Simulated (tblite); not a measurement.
C5H6FS (doublet state).
Bonds: C1–C2 (double), C2–C3, C3–C4, C4–S5 (double), C3–C6, C6–F7. Hydrogens: H8, H9 on C1; H10 on C2; H11 on C4; H12, H13 on C6.
Bond orders are those of one Lewis drawing.

Computed with GFN2-xTB (tblite), gas phase: L-BFGS steps from a force-field or distance-geometry start until the largest atomic force falls under 0.01 eV/Å.

Step 0: E = -586.6373 eV
```
atom  x, y, z in Å  |  force x, y, z in eV/Å
C1     -1.8641   -0.2820   -0.1209    0.011   0.496   0.523
C2     -0.7997   -0.4540   -0.8955   -0.250   0.128   0.246
C3      0.5408   -0.0800   -0.4120   -0.991  -0.120  -0.506
C4      1.2694   -1.0836    0.3647    3.850   2.571  -9.720
S5      0.8458   -1.5483    1.6746   -3.408  -3.497  10.093
C6      0.6922    1.3030    0.1058    1.270  -0.138  -0.229
F7      2.0400    1.4362    0.4908   -0.762   0.394  -0.109
H8     -1.6708    0.1714    0.8663   -0.760  -0.452  -0.571
H9     -2.8715   -0.5580   -0.4429    0.534   0.211   0.373
H10    -0.9788   -0.9008   -1.8574    0.547  -0.216  -0.264
H11     2.1858   -1.4925   -0.0998    0.017   0.195  -0.230
H12     0.0964    1.4630    1.0128    0.012   0.355  -0.060
H13     0.5100    2.0260   -0.7043   -0.070   0.072   0.455
```

Step 1: E = -587.1719 eV
```
atom  x, y, z in Å  |  force x, y, z in eV/Å
C1     -1.8640   -0.2749   -0.1134   -0.083   0.241  -0.081
C2     -0.8032   -0.4522   -0.8920   -0.692  -0.008   0.153
C3      0.5266   -0.0817   -0.4192   -0.350   0.019  -0.297
C4      1.3244   -1.0469    0.2258   -2.195  -1.027   3.677
S5      0.7971   -1.5982    1.8188    0.803   0.790  -2.784
C6      0.7104    1.3010    0.1026    0.516   0.092  -0.115
F7      2.0291    1.4419    0.4892   -0.303   0.388  -0.055
H8     -1.6816    0.1649    0.8582   -0.576  -0.200  -0.038
H9     -2.8639   -0.5549   -0.4376    0.346   0.187   0.314
H10    -0.9709   -0.9039   -1.8612    0.521  -0.132  -0.030
H11     2.1860   -1.4897   -0.1031    1.882  -0.681  -0.750
H12     0.0966    1.4681    1.0119    0.162   0.174  -0.322
H13     0.5090    2.0271   -0.6978   -0.030   0.158   0.329
```

Question: Estimate the geometry and energy of step 2. (The exact step hangs on the optimiser's Hessian estimate; all steps are aligned on step 1, rigid shifts and turns removed.)

Answer: E = -587.4400 eV, largest force 2.425 eV/Å
```
atom  x, y, z in Å  |  force x, y, z in eV/Å
C1     -1.8649   -0.2721   -0.1141   -0.266   0.235   0.079
C2     -0.8109   -0.4522   -0.8902   -0.247  -0.011  -0.087
C3      0.5224   -0.0815   -0.4226   -0.225  -0.046  -0.151
C4      1.3020   -1.0571    0.2621   -0.410  -1.312   1.998
S5      0.8045   -1.5910    1.7924    0.460   0.483  -1.765
C6      0.7165    1.3020    0.1012    0.209  -0.030  -0.127
F7      2.0255    1.4462    0.4885   -0.073   0.361  -0.008
H8     -1.6882    0.1626    0.8575   -0.526  -0.133   0.041
H9     -2.8599   -0.5528   -0.4340    0.166   0.137   0.253
H10    -0.9650   -0.9054   -1.8616    0.445  -0.117  -0.010
H11     2.2066   -1.4971   -0.1114    0.336   0.079  -0.182
H12     0.0984    1.4701    1.0084    0.156   0.173  -0.298
H13     0.5087    2.0288   -0.6940   -0.026   0.182   0.257
```

The energy changes by -0.2682 eV. The first-order estimate −F·Δx gives -0.3571 eV and the mean of the old and new forces, exact on a quadratic surface, -0.2661 eV. The step makes an angle of 3° with the force vector and moves no atom by more than 0.044 Å.

The cost below is that of the whole relaxation. The run took 1.0 s on Arm Neoverse N1, one thread, no GPU, shared host.
